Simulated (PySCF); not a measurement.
# PbH3 at several levels of theory

All levels use the PBE0 minimum (doublet; Pb–H 1.779 Å (×3); H–Pb–H 108.9° (×3)), basis [Pb def2-TZVP with ECP60, H def2-TZVP], scalar-relativistic core potentials, density fitting, no spin–orbit coupling, PySCF. For vertical energies the ionised species is a singlet (spins chosen at PBE0 and kept) and the electron-attached one a singlet. Atomisation goes to high-spin ground-configuration atoms, without zero-point energy. Open shells are unrestricted, also as the reference of the correlated levels. A dash marks a value that was not computed or is not defined at that level.

```csv
level,atomisation (kJ/mol),vertical IP (eV),vertical EA (eV),−ε(HOMO) (eV),dipole (D)
PBE0,?,?,?,?,?
HF,418,7.96,0.63,8.56,0.62
MP2,548,8.30,1.52,–,–
PBE,641,8.30,1.53,5.19,0.52
CCSD(T),?,?,?,–,–
r2SCAN,653,8.47,1.48,5.53,0.52
B3LYP,654,8.44,1.63,5.97,0.59
TPSSh,679,8.35,1.51,5.67,0.57
LC-wPBE,634,8.49,1.47,8.63,0.51
revPBE,621,8.25,1.45,5.16,0.54
```

Task: Fill in the row of CCSD(T).

Result: atomisation (kJ/mol) 610, vertical IP (eV) 8.22, vertical EA (eV) 1.43.

Task: Fill in the row of PBE0.

Result: atomisation (kJ/mol) 633, vertical IP (eV) 8.38, vertical EA (eV) 1.51, −ε(HOMO) (eV) 6.16, dipole (D) 0.53.

For PbH₃ itself CCSD(T) correlates 17 electrons; T1 = 0.016, D1 = 0.057, (T) = -23 kJ/mol.

Without diffuse functions attachment energies tend to come out too low.

No spin–orbit coupling is included, which matters more the heavier the element.
